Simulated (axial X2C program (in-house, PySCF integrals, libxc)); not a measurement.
## InTe: bond constants with and without spin–orbit coupling

All values were computed with an axial X2C code built on PySCF integrals. Spin-free means the one-electron spin-free X2C Hamiltonian; two-component (2c) means X2C with spin–orbit coupling and atomic mean-field two-electron Coulomb and Gaunt terms, so the difference of the two also holds small scalar two-electron terms. Basis: Te dyall-cv3z [11s12p8d4f1g], In dyall-cv3z [11s12p9d4f1g] (cores contracted in-house); Gaussian nuclei, density fitting, unrestricted open shells. Masses: Te 129.906 u, In 114.904 u.

Input file and command:
```json
{"zs": [52, 49], "q": 0, "bas": ["dyall-cv3z", "dyall-cv3z"], "levels": ["PBE0", "HF", "BP86"], "cc": true, "r0": 2.64, "thr": -1.0, "nmax": 110, "npts": 10, "nst": 2, "ntry": 8}
```
```bash
python so2c.py task.json out
```

Keys: zs atomic numbers; q charge; bas basis sets; levels methods; cc coupled cluster on or off; r0 starting distance in Å; thr threshold in hartree for freezing inner shells (an s shell follows its p shell); nmax most natural virtual spinors; npts points on the curve; nst determinants followed; ntry starts of the search. HF also brings MP2.

State, spin-free: M_S = 1/2, Λ = 1 (beyond evenly filled blocks: π+α, π+β, π-α); electrons by block: σα: 21, σβ: 21, π+α: 11, π+β: 11, π-α: 11, π-β: 10, δ+α: 4, δ+β: 4, δ-α: 4, δ-β: 4. Fragments: Te + In.

State, 2c: Ω = 3/2 (⟨Sz⟩ = 0.50, ⟨Lz⟩ = 1.00 at PBE0); electrons by block: 1/2: 32, -1/2: 32, 3/2: 15, -3/2: 14, 5/2: 4, -5/2: 4. Fragments: Te + In.

```json
{"Hamiltonian": "spin-free", "level": "PBE0", "Re (Å)": "2.842", "ωe (cm⁻¹)": "160.6", "ωexe (cm⁻¹)": "0.298", "Be (cm⁻¹)": "0.03423", "αe (cm⁻¹)": "9.35e-05", "De (eV)": "2.62", "D0 (eV)": "2.61", "μ (D)": "2.67"}
{"Hamiltonian": "spin-free", "level": "HF", "Re (Å)": "2.879", "ωe (cm⁻¹)": "156.7", "ωexe (cm⁻¹)": "0.291", "Be (cm⁻¹)": "0.03335", "αe (cm⁻¹)": "9.24e-05", "De (eV)": "1.47", "D0 (eV)": "1.46", "μ (D)": "3.13"}
{"Hamiltonian": "spin-free", "level": "MP2", "Re (Å)": "2.867", "ωe (cm⁻¹)": "161.4", "ωexe (cm⁻¹)": "0.282", "Be (cm⁻¹)": "0.03364", "αe (cm⁻¹)": "8.88e-05", "De (eV)": "2.44", "D0 (eV)": "2.43", "μ (D)": "n/a"}
{"Hamiltonian": "spin-free", "level": "CCSD", "Re (Å)": "2.871", "ωe (cm⁻¹)": "160.0", "ωexe (cm⁻¹)": "0.292", "Be (cm⁻¹)": "0.03353", "αe (cm⁻¹)": "9.02e-05", "De (eV)": "2.35", "D0 (eV)": "2.34", "μ (D)": "n/a"}
{"Hamiltonian": "spin-free", "level": "CCSD(T)", "Re (Å)": "2.874", "ωe (cm⁻¹)": "159.6", "ωexe (cm⁻¹)": "0.291", "Be (cm⁻¹)": "0.03348", "αe (cm⁻¹)": "9e-05", "De (eV)": "2.45", "D0 (eV)": "2.44", "μ (D)": "n/a"}
{"Hamiltonian": "spin-free", "level": "BP86", "Re (Å)": "2.869", "ωe (cm⁻¹)": "153.9", "ωexe (cm⁻¹)": "0.305", "Be (cm⁻¹)": "0.03359", "αe (cm⁻¹)": "9.56e-05", "De (eV)": "2.73", "D0 (eV)": "2.72", "μ (D)": "2.60"}
{"Hamiltonian": "2c", "level": "PBE0", "Re (Å)": "2.843", "ωe (cm⁻¹)": "159.6", "ωexe (cm⁻¹)": "0.303", "Be (cm⁻¹)": "0.0342", "αe (cm⁻¹)": "9.47e-05", "De (eV)": "n/a", "D0 (eV)": "n/a", "μ (D)": "2.58"}
{"Hamiltonian": "2c", "level": "HF", "Re (Å)": "2.880", "ωe (cm⁻¹)": "156.1", "ωexe (cm⁻¹)": "0.291", "Be (cm⁻¹)": "0.03334", "αe (cm⁻¹)": "9.28e-05", "De (eV)": "n/a", "D0 (eV)": "n/a", "μ (D)": "3.03"}
{"Hamiltonian": "2c", "level": "MP2", "Re (Å)": "2.868", "ωe (cm⁻¹)": "160.7", "ωexe (cm⁻¹)": "0.288", "Be (cm⁻¹)": "0.03362", "αe (cm⁻¹)": "8.98e-05", "De (eV)": "2.21", "D0 (eV)": "2.20", "μ (D)": "n/a"}
{"Hamiltonian": "2c", "level": "CCSD", "Re (Å)": "2.873", "ωe (cm⁻¹)": "159.2", "ωexe (cm⁻¹)": "0.295", "Be (cm⁻¹)": "0.0335", "αe (cm⁻¹)": "9.11e-05", "De (eV)": "2.11", "D0 (eV)": "2.10", "μ (D)": "n/a"}
{"Hamiltonian": "2c", "level": "CCSD(T)", "Re (Å)": "2.875", "ωe (cm⁻¹)": "158.8", "ωexe (cm⁻¹)": "0.295", "Be (cm⁻¹)": "0.03345", "αe (cm⁻¹)": "9.1e-05", "De (eV)": "2.21", "D0 (eV)": "2.20", "μ (D)": "n/a"}
{"Hamiltonian": "2c", "level": "BP86", "Re (Å)": "2.871", "ωe (cm⁻¹)": "152.7", "ωexe (cm⁻¹)": "0.312", "Be (cm⁻¹)": "0.03354", "αe (cm⁻¹)": "9.71e-05", "De (eV)": "n/a", "D0 (eV)": "n/a", "μ (D)": "2.51"}
```

Correlated methods: 9 electrons correlated (number of frozen shells: Te 4 s, 3 p, 2 d; In 4 s, 3 p, 2 d), 309 virtual spin orbitals or spinors in MP2, 110 natural virtuals in coupled cluster.

Dipoles are positive if In is the positive end.

The state is one determinant whose occupation by symmetry is held fixed; it was picked as the lowest of a PBE0 search that is not exhaustive. Dissociation energies refer to the lowest single-determinant-based atoms at the same level and basis. De is not given where an atomic determinant may have missed its ground term or J level, or where the truncated virtual space spoils (T). Density functionals use the spin component along the axis (collinear). Coupled cluster ran in a truncated set of natural virtual spinors; the MP2 energy of the rest was added. (T) has no such correction and the atoms are truncated less, which lowers De at CCSD(T) by a hundredth of an eV or more. PBE0 can misorder states that lie within some tenths of an eV, so this need not be the ground state of the molecule. The nearest other spin-free determinant of the search, M_S = 1/2, Λ = 0, lies 0.22 eV up at the distance of the search. The functionals have no current-density term, which raises determinants with orbital currents, atoms included. At some level and bond length an empty orbital lies below a filled one. With the outer-core shells frozen, correlated bond lengths of heavy atoms tend to come out a few hundredths of an ångström too long.

Rough cost a point (2c) on 1 thread(s) of a shared host, integrals apart: PBE0 1.6 s, HF 1.9 s, CCSD(T) 7 s, BP86 0.5 s.

The whole task took 4.2 min on 1 thread of Arm Neoverse V2 (shared host).
